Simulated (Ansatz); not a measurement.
Geometry optimisation, RKS PBE-D4/def2-SVP (Ansatz).

Input:

```yaml
crystal:
  periodic: [false, false, false]
  atoms:
    - { symbol: Ti, position_ang: [-0.451454, 0.011604, -0.544835] }
    - { symbol: F, position_ang: [0.005066, -0.713189, 2.35384] }
    - { symbol: Cl, position_ang: [1.164328, 1.277427, 0.180216] }
    - { symbol: Cl, position_ang: [-1.300096, 0.866357, -2.349407] }
    - { symbol: Cl, position_ang: [-0.286747, -2.156455, -0.669979] }
    - { symbol: Si, position_ang: [-2.496255, 0.357694, 0.829875] }
    - { symbol: H, position_ang: [-3.789721, 0.147434, 0.085086] }
    - { symbol: H, position_ang: [-2.540834, -0.593056, 2.022354] }
    - { symbol: H, position_ang: [-2.52322, 1.750966, 1.410637] }
    - { symbol: H, position_ang: [-0.888466, -0.948782, 2.495613] }
basis:
  gaussian: { orbitals: def2-SVP }
hamiltonian:
  xc: pbe
  dispersion: d4
relax:
  f_tol: 0.03
  max_steps: 50
```

Run as:

```bash
$ ansatz run input.yaml --threads 4 --pin off --max-ram 5120MiB --backend cpu --events-out ev --progress --plain --runs-dir out
```

Problem. Where does it end, and by what steps?

Solution. The run converged. The force dipped under the threshold on the way, but the program's further checks kept it going. After 18 steps the energy has fallen by 0.278 eV; F2 moved furthest, 0.61 Å. Joined: Ti1–F2 (3.02 → 2.24 Å).

```
step  energy less start (eV)  largest force component (eV/Å)  accepted
   0                  0.0000                           0.761       yes
   1                 -0.0883                           0.343       yes
   2                 -0.1647                           0.426       yes
   3                 -0.2068                           0.368       yes
   4                 -0.2431                           0.340       yes
   5                 -0.2220                           0.916        no
   6                 -0.2565                           0.209       yes
   7                 -0.2490                           0.399        no
   8                 -0.2644                           0.098       yes
   9                 -0.2678                           0.045       yes
  10                 -0.2716                           0.185       yes
  11                 -0.2731                           0.258       yes
  12                 -0.2731                           0.290        no
  13                 -0.2749                           0.106       yes
  14                 -0.2746                           0.079        no
  15                 -0.2767                           0.028       yes
  16                 -0.2776                           0.041       yes
  17                 -0.2783                           0.046       yes
  18                 -0.2784                           0.021       yes
```

```xyz
10
Properties=species:S:1:pos:R:3
Ti -0.302 -0.114 -0.272
F -0.180 -0.924 1.815
Cl 1.415 1.132 0.274
Cl -1.208 0.929 -1.974
Cl -0.094 -2.183 -0.950
Si -2.568 0.421 0.910
H -3.798 -0.240 0.344
H -2.444 -0.196 2.334
H -2.855 1.876 1.180
H -1.073 -0.700 2.151
```

Whether the end is a true minimum wasn't checked by a vibrational analysis.

The run took 48 s on 4 threads of Arm Neoverse V1, on a shared host, peak memory 0.23 GiB.
